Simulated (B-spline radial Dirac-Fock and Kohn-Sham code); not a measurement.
K-line shifts caused by a second vacancy in Yb³²⁺

System: the Yb³²⁺ ion, 1s2 2s2 2p6 3s2 3p6 3d10 4s2 4p6 4d2.

Input file task.json (cfg lists n, l and occupation; rrms is the nuclear radius in fm):

```json
{"items": [{
  "Z": 70,
  "q": 32,
  "cfg": [[1, 0, 2], [2, 0, 2], [2, 1, 6], [3, 0, 2], [3, 1, 6], [3, 2, 10], [4, 0, 2], [4, 1, 6], [4, 2, 2]],
  "A": 174,
  "rrms": 5.3108,
  "do": ["binding", "quiet", "double"]
}]}
```

Run with: `python xray_run.py task.json out`

Method: Dirac-Fock energy differences between relaxed states, corrected for Breit and QED terms. Computed with a radial B-spline solver. Each two-hole energy is an average over J within one jj subconfiguration, not an observable level; in light atoms, where LS coupling holds, the j-resolved values are not observed lines, and for a K spectator the Kα1 hypersatellite is nearly forbidden. Correlation energy is missing from these numbers.

Lines without a spectator: Kα2 (K-L2) 51345.8 eV, Kα1 (K-L3) 52381.2 eV, Kβ3 (K-M2) 59181.1 eV, Kβ1 (K-M3) 59409.3 eV. Shifts in eV with one spectator hole (a dash: not computed, or left out as unreliable):

```tsv
spectator hole	Kα2	Kα1	Kβ3	Kβ1
K (1s)	+904.1	+964.5	+1170.5	+1185.0
L2 (2p1/2)	+113.0	+150.2	–	+294.6
L3 (2p3/2)	+89.8	+96.8	+229.6	–
M2 (3p1/2)	–	+23.56	+49.4	+58.5
M3 (3p3/2)	+13.72	–	+44.0	+44.7
M4 (3d3/2)	+4.64	+1.18	–	–
M5 (3d5/2)	-0.58	+3.25	–	–
```
